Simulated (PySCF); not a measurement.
**Multinuclear NMR of C6H12FNSi2**

Molfile (atoms numbered from 1):
```
C6H12FNSi2
     RDKit          3D

 22 22  0  0  0  0  0  0  0  0999 V2000
    2.9762   -0.3794    1.0575 C   0  0  0  0  0  0  0  0  0  0  0  0
    2.8295   -0.1664   -0.2365 C   0  0  0  0  0  0  0  0  0  0  0  0
    1.6717    0.5563   -0.8455 C   0  0  2  0  0  0  0  0  0  0  0  0
    0.6446    1.1531    0.0894 C   0  0  0  0  0  0  0  0  0  0  0  0
   -0.3312    0.3040   -0.2609 C   0  0  0  0  0  0  0  0  0  0  0  0
   -1.6322    0.0873    0.1001 N   0  0  0  0  0  0  0  0  0  0  0  0
   -2.2723    1.1589    1.3310 Si  0  0  0  0  0  4  0  0  0  0  0  0
   -2.4252   -1.3341   -0.5582 Si  0  0  0  0  0  4  0  0  0  0  0  0
    0.5063   -0.3773   -1.3099 C   0  0  2  0  0  0  0  0  0  0  0  0
    0.7140   -1.7271   -1.1464 F   0  0  0  0  0  0  0  0  0  0  0  0
    3.8191   -0.9196    1.4527 H   0  0  0  0  0  0  0  0  0  0  0  0
    2.2532   -0.0206    1.7712 H   0  0  0  0  0  0  0  0  0  0  0  0
    3.5552   -0.5443   -0.9452 H   0  0  0  0  0  0  0  0  0  0  0  0
    2.0231    1.2189   -1.6442 H   0  0  0  0  0  0  0  0  0  0  0  0
    0.7088    1.9775    0.7723 H   0  0  0  0  0  0  0  0  0  0  0  0
   -1.4854    0.9948    2.5549 H   0  0  0  0  0  0  0  0  0  0  0  0
   -2.1601    2.5268    0.8208 H   0  0  0  0  0  0  0  0  0  0  0  0
   -3.6606    0.7605    1.5239 H   0  0  0  0  0  0  0  0  0  0  0  0
   -2.2544   -1.3064   -2.0117 H   0  0  0  0  0  0  0  0  0  0  0  0
   -3.8302   -1.1672   -0.2016 H   0  0  0  0  0  0  0  0  0  0  0  0
   -1.8435   -2.5369    0.0322 H   0  0  0  0  0  0  0  0  0  0  0  0
    0.1828   -0.2394   -2.3467 H   0  0  0  0  0  0  0  0  0  0  0  0
  1  2  2  0
  2  3  1  0
  3  4  1  0
  4  5  2  0
  5  6  1  0
  6  7  1  0
  6  8  1  0
  5  9  1  0
  9 10  1  0
  9  3  1  0
  1 11  1  0
  1 12  1  0
  2 13  1  0
  3 14  1  6
  4 15  1  0
  7 16  1  0
  7 17  1  0
  7 18  1  0
  8 19  1  0
  8 20  1  0
  8 21  1  0
  9 22  1  6
M  END
```

Method: structure optimised with GFN2-xTB, shielding tensors at PBE0/pcSseg-1 (GIAO), in PySCF 2.14.0 with density-fitted response routines (fast rotation and ring inversion assumed for equivalent nuclei, no relativistic terms, one conformer, no solvent).

(1) Predict the ¹⁹F NMR data.

(2) What are the ²⁹Si shifts?

(3) What are the ¹⁵N shifts?

Results:

(1) 
```
atoms                environment  σ (ppm)  δ (ppm)
  F10  fluorine on an sp3 carbon    382.0   -184.1
```

Shieldings were converted by a linear fit to measured shifts: ¹⁹F: δ = 146.13 − 0.903σ +14.6 on sp3 carbon (rms 6.0 ppm, 223 shifts, 7.0 ppm with the 5 outliers that the fit left out vs CFCl3, solution or neat liquid). Occasional misses reach two or three times the rms, and more in compound classes unlike the fitted ones.

On a 300 MHz spectrometer ¹⁹F resonates near 282.3 MHz, so 1 ppm is 282.3 Hz.

(2) 
```csv
atoms,environment,σ (ppm),δ (ppm)
Si7/Si8,"silicon bonded to N, 3 H",398.3,-47.4
```

Shieldings were converted by a linear fit to measured shifts: ²⁹Si (scatter 8.9 ppm rms, 25.8 ppm with the 6 outliers that the fit left out vs TMS, solution or neat liquid). A few per cent of atoms miss by over 2 rms, more outside the fitted compound classes.

On a 600 MHz spectrometer ²⁹Si resonates near 119.2 MHz, so 1 ppm is 119.2 Hz.

(3) 
```tsv
atoms	environment	σ (ppm)	δ (ppm)
N6	enamine nitrogen	209.5	-341.1
```

Shieldings were converted by a linear fit to measured shifts: ¹⁵N: δ = -148.07 − 0.921σ (rms 6.3 ppm, 71 shifts vs CH3NO2, solution or neat liquid). A few per cent of atoms miss by over 2 rms, more outside the fitted compound classes.

On a 300 MHz spectrometer ¹⁵N resonates near 30.4 MHz, so 1 ppm is 30.4 Hz.
